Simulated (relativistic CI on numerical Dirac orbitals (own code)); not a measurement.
# Pd²⁺: resonant inelastic scattering at the M2,3 edge

Computed with this model: Dirac-Coulomb-Breit CI, KLI orbitals optimised for each configuration, a model potential for QED, valence Slater integrals scaled by 0.9, Kramers-Heisenberg scattering through one core-hole configuration in a parametric crystal field; configurations [Kr] 4d8 → [Ne] 3s2 3p5 3d10 4s2 4p6 4d9; 300 K; core-hole width 2 eV; summed over polarisations. Incident energies are the highest absorption maxima for each field (at most a few, so the weaker spin-orbit partner edge can be absent), on the computed scale of the free ion. Intensities are in per cent of the strongest line above 0.02 eV; levels within 1 cm⁻¹ are merged; final levels count from the ground level, the first row holds all elastic scattering, lines under 0.4 are left out and each table stops after 24 rows. The scale of the Slater integrals is a model choice and moves the terms in proportion.

Field parameters in Wybourne normalisation: D3d B²₀ = −7Dσ, B⁴₀ = −14Dq − 21Dτ, B⁴₃ = −14√(10/7) Dq. The field is a parameter set, without covalency.

S is read from ⟨S²⟩ = S(S + 1).

D3d, 10Dq = 20600, Dσ = -1200, Dτ = 130 cm⁻¹:

```tsv
Final level (eV)	Degeneracy	Irrep	S	536.7 eV	565.2 eV
0.000	1	A1	1.00	390.1	39.3
0.002	2	E	1.00	25.8	4.2
1.615	2	E	0.10	61.0	18.2
2.541	2	E	0.99	99.8	13.7
2.570	2	E	0.98	100.0	14.8
2.599	1	A2	1.00	43.1	6.6
2.630	1	A1	0.99	53.1	12.2
2.779	2	E	0.99	99.8	18.1
2.811	1	A2	1.00	42.1	5.9
2.919	1	A1	0.19	25.0	11.5
3.664	2	E	0.99	26.4	17.6
3.669	1	A1	0.96	18.8	12.5
3.778	2	E	0.99	71.2	9.4
3.787	1	A2	1.00	8.4	11.7
3.816	2	E	0.98	69.1	15.1
3.825	1	A1	0.97	17.4	14.7
4.172	2	E	0.10	18.8	12.6
4.459	1	A1	0.07	9.2	6.0
4.754	2	E	0.04	18.7	23.2
4.898	1	A2	0.05	8.8	10.5
5.610	1	A1	0.98	1.3	1.3
5.621	1	A2	0.99	0.6	1.6
5.660	2	E	0.99	3.2	1.9
5.729	2	E	0.98	5.6	1.2
```

D3d, 10Dq = 20600, Dσ = -860, Dτ = 130 cm⁻¹:

```tsv
Final level (eV)	Degeneracy	Irrep	S	536.7 eV	565.2 eV
0.000	1	A1	1.00	373.9	37.7
0.001	2	E	1.00	23.6	3.9
1.618	2	E	0.09	58.4	17.5
2.557	2	E	0.99	96.6	12.6
2.585	2	E	0.98	92.2	12.4
2.607	1	A2	1.00	43.2	6.5
2.656	1	A1	0.99	51.6	11.9
2.734	2	E	0.99	100.0	19.4
2.772	1	A2	1.00	39.3	5.5
2.920	1	A1	0.19	23.0	10.4
3.650	2	E	0.99	25.5	17.0
3.660	1	A1	0.96	19.0	11.9
3.758	1	A2	1.00	8.2	10.6
3.764	2	E	0.99	65.2	9.8
3.797	1	A1	0.96	16.1	14.1
3.800	2	E	0.98	66.8	14.6
4.208	2	E	0.09	17.5	11.6
4.390	1	A1	0.07	8.8	5.7
4.747	2	E	0.04	17.9	22.3
4.846	1	A2	0.05	8.5	10.3
5.652	1	A1	0.99	1.1	1.2
5.665	1	A2	0.99	0.5	1.5
5.701	2	E	0.99	3.0	1.8
5.763	2	E	0.98	5.5	1.2
```

D3d, 10Dq = 20600, Dσ = -510, Dτ = 130 cm⁻¹:

| Final level (eV) | Degeneracy | Irrep | S | 536.7 eV | 565.2 eV |
| --- | --- | --- | --- | --- | --- |
| 0.000 | 1 | A1 | 1.00 | 356.8 | 36.0 |
| 0.001 | 2 | E | 1.00 | 21.4 | 3.5 |
| 1.619 | 2 | E | 0.09 | 55.7 | 16.8 |
| 2.570 | 2 | E | 1.00 | 93.1 | 11.6 |
| 2.591 | 2 | E | 0.98 | 83.0 | 9.8 |
| 2.599 | 1 | A2 | 1.00 | 43.1 | 6.3 |
| 2.679 | 1 | A1 | 0.99 | 49.7 | 11.5 |
| 2.698 | 2 | E | 1.00 | 100.0 | 20.7 |
| 2.749 | 1 | A2 | 1.00 | 36.5 | 5.3 |
| 2.921 | 1 | A1 | 0.19 | 21.2 | 9.6 |
| 3.642 | 2 | E | 0.99 | 25.1 | 16.3 |
| 3.655 | 1 | A1 | 0.96 | 19.5 | 11.0 |
| 3.735 | 1 | A2 | 1.00 | 8.2 | 9.5 |
| 3.756 | 2 | E | 0.99 | 59.4 | 10.2 |
| 3.774 | 1 | A1 | 0.96 | 14.5 | 13.6 |
| 3.792 | 2 | E | 0.99 | 64.1 | 14.0 |
| 4.238 | 2 | E | 0.09 | 16.4 | 10.9 |
| 4.323 | 1 | A1 | 0.07 | 8.3 | 5.4 |
| 4.753 | 2 | E | 0.04 | 17.1 | 21.1 |
| 4.794 | 1 | A2 | 0.04 | 8.2 | 10.0 |
| 5.701 | 1 | A1 | 0.99 | 0.9 | 1.2 |
| 5.718 | 1 | A2 | 0.99 | 0.5 | 1.3 |
| 5.750 | 2 | E | 0.99 | 2.7 | 1.8 |
| 5.804 | 2 | E | 0.98 | 5.3 | 1.1 |

For the first field the strongest loss at the lowest incident energy is the level at 2.57 eV (S = 0.98, against 1.00 in the thermal ground state). Levels of other spin, the first over 8 % at 1.62 eV, appear because spin-orbit coupling of the core hole, and in heavier ions of the valence shell too, mixes spins.
